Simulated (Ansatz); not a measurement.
A structure relaxed at B3LYP-D4/def2-SVP in Ansatz, charge 0, singlet:

```csv
atom,x (Å),y (Å),z (Å)
In1,0.733,1.902,-0.161
In2,0.202,-1.844,-0.866
Se3,-1.441,-1.213,1.188
Se4,-1.118,1.051,1.614
Se5,1.622,0.104,-1.775
```

(1) Give its formula and point group.

(2) Summarise the bond lengths by kind (pairs closer than 1.2 times the sum of covalent radii, bridged metal pairs left out).

Answers

(1) the cluster In2Se3. Point group C2v (tolerance 0.1 Å).

(2) 4 × In–Se 2.57 to 2.70 Å; 1 × Se–Se 2.33 Å.

In the def2 sets In takes a core potential; there is no spin–orbit coupling. The restricted singlet is unstable towards broken spin symmetry at other levels; at B3LYP-D4/def2-SVP this wasn't settled. Another isomer (singlet) lies 0.42 eV lower at PBE0-D4/def2-TZVP; other spin states weren't run for this one.
